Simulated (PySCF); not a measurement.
Distorted geometries of [Ta3]+

[Ta3]+ (triplet). PySCF 2.14.0, UKS PBE0, Ta def2-SVP with ECP60; non-relativistic Hamiltonian with scalar-relativistic core potentials where named; density fitting; no spin-orbit coupling. Relaxed geometry:

```xyz
3

Ta    1.4115    0.0000    0.0000
Ta   -0.7057    1.2224    0.0000
Ta   -0.7057   -1.2224    0.0000
```

Q: Order these distorted geometries by energy above the relaxed one, lowest first.
A.
```xyz
3

Ta    1.6445    0.0071    0.0148
Ta   -0.6907    1.3622   -0.0176
Ta   -0.9538   -1.3693    0.0029
```
B.
```xyz
3

Ta    1.4739    0.0503    0.1118
Ta   -0.6908    1.1753   -0.0369
Ta   -0.7831   -1.2256   -0.0749
```
C.
```xyz
3

Ta    1.3074   -0.0304   -0.2565
Ta   -0.6816    1.2610    0.0286
Ta   -0.6258   -1.2306    0.2279
```

A: C (0.18 eV), B (0.21 eV), A (1.74 eV).

Q: Which forces (eV/Å) act in the one that lies 0.18 eV up?

A: 
```
Ta   2.82  0.73 -0.61
Ta  -0.78 -0.52  0.21
Ta  -2.04 -0.21  0.40
```
Forces carry noise of the integration grid, about 0.01 to 0.03 eV/Å.

The relaxed state is spin-contaminated (spin squared 2.45 against 2.00). Open shells may have lower solutions than the one found.
